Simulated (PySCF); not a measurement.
PySCF job for CH₇GeNO, SMILES [GeH2]([NH]C)[OH], ωB97X-D3(BJ)/def2-SVP. 

```python
import numpy as np
from pyscf import gto, scf, dft
import os
os.environ['JAX_PLATFORMS'] = 'cpu'
from ase import Atoms, units
from ase.calculators.calculator import Calculator, all_changes
from sella import Sella

mol = gto.M(
    atom='''
    C    -2.20350211   -0.47964678    0.21365410
    N    -1.16472312    0.07114306   -0.63492983
    Ge    0.51875916    0.37918667   -0.05970441
    O     1.28730080   -1.01454405    0.66708157
    H    -2.01021189   -0.16769602    1.23938394
    H    -3.18113262   -0.09549152   -0.08712812
    H    -2.23921977   -1.57533605    0.19299859
    H    -1.30945379   -0.16551172   -1.60483048
    H     1.29741523    0.86091500   -1.25126959
    H     0.47987630    1.29843808    1.11222880
    H     1.43810173   -1.79305978    0.13508982
    ''',
    basis='def2-SVP',
    charge=0,
    spin=0,
    max_memory=1600,
    verbose=3,
)
mf = dft.RKS(mol, xc='wb97x-d3bj').density_fit(auxbasis='def2-universal-jkfit')
mf.grids.level = 3
mf.conv_tol = 1e-9
mf.max_cycle = 100
mf.kernel()
grad = mf.nuc_grad_method()
grad.grid_response = mol.nao <= 150
scan = grad.as_scanner()
scan.verbose = scan.base.verbose = 0
class SCF(Calculator):
    implemented_properties = ['energy', 'forces']
    def calculate(self, atoms=None, properties=None, system_changes=all_changes):
        super().calculate(atoms, properties, system_changes)
        e, g = scan(mol.set_geom_(self.atoms.positions, unit='Angstrom', inplace=False))
        assert scan.converged
        self.results = {'energy': float(e) * units.Hartree, 'forces': -np.asarray(g) * units.Hartree / units.Bohr}
atoms = Atoms(mol.elements, mol.atom_coords(unit='Angstrom'), calculator=SCF())
conv = Sella(atoms, order=0, internal=True, allow_fragments=True).run(fmax=0.002, steps=150)
mol_eq = mol.set_geom_(atoms.positions, unit='Angstrom', inplace=False)
print(mol_eq.tostring(format='xyz'))
mf.reset(mol_eq)
mf.verbose = 3
mf.kernel()
```

Program output:

```
converged SCF energy = -2248.93570507865
     Step          Energy         fmax         cmax       rtrust          rho
Sella   0   -61196.657615       1.0771       0.0000       0.1000       1.0000
Sella   1   -61196.718826       1.0771       0.0000       0.1000       1.2689
Sella   2   -61196.735838       0.6630       0.0000       0.1000       1.1523
Sella   3   -61196.738907       0.2312       0.0000       0.1000       1.3597
Sella   4   -61196.740979       0.1120       0.0000       0.1000       1.2705
Sella   5   -61196.741542       0.0625       0.0000       0.1000       1.2131
Sella   6   -61196.741648       0.0381       0.0000       0.1000       1.3055
Sella   7   -61196.741692       0.0180       0.0000       0.1000       1.4021
Sella   8   -61196.741722       0.0075       0.0000       0.1000       1.4150
Sella   9   -61196.741745       0.0132       0.0000       0.1000       1.4252
Sella  10   -61196.741759       0.0155       0.0000       0.1000       1.3215
Sella  11   -61196.741764       0.0089       0.0000       0.1000       1.2338
Sella  12   -61196.741764       0.0027       0.0000       0.1000       1.2452
11
XYZ from PySCF
C          -2.22058060       -0.44765745        0.21820586
N          -1.15835146        0.03495660       -0.64487346
Ge          0.51920542        0.35643870       -0.02593103
O           1.33828794       -1.09388427        0.62903559
H          -2.11469691        0.00239597        1.21915209
H          -3.21126705       -0.14731869       -0.16476481
H          -2.22905796       -1.54648142        0.35638310
H          -1.24849543       -0.25561127       -1.61270856
H           1.31933914        0.91986714       -1.21262069
H           0.43202104        1.27250913        1.19513297
H           1.48680578       -1.77681753       -0.03443667
converged SCF energy = -2248.93879751061
```

The run converged.

Cost: about 120 core-seconds (a rough figure).
